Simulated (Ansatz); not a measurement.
```xyz
8

O    -1.385    1.982   -0.303
Si   -0.521    0.580   -0.354
Al   -0.397   -1.480    0.852
Al    1.372   -0.787   -0.827
F     2.597   -1.091   -1.895
H    -0.969    2.779   -0.641
H     0.281    0.293    1.063
H    -0.978   -2.275    2.106
```

Total charge 0; spin multiplicity 1.

Q: List the PBE0/def2-TZVPP orbital energies in eV (Ansatz 0.2.0). (An estimate is asked.)

A: Computed: Occupied: -1803.27, -1528.31, -1528.04, -672.95, -523.23, -145.46, -114.10, -113.87, -100.16, -100.09, -100.08, -74.16, -74.06, -74.03, -73.92, -73.86, -73.76, -31.92, -28.56, -16.21, -14.37, -12.84, -11.54, -11.52, -11.44, -10.56, -10.12, -8.48, -6.84, -6.43. Lowest empty: -1.33, -1.15, -1.06, -0.53, 0.07, 0.83, 1.29, 1.63.
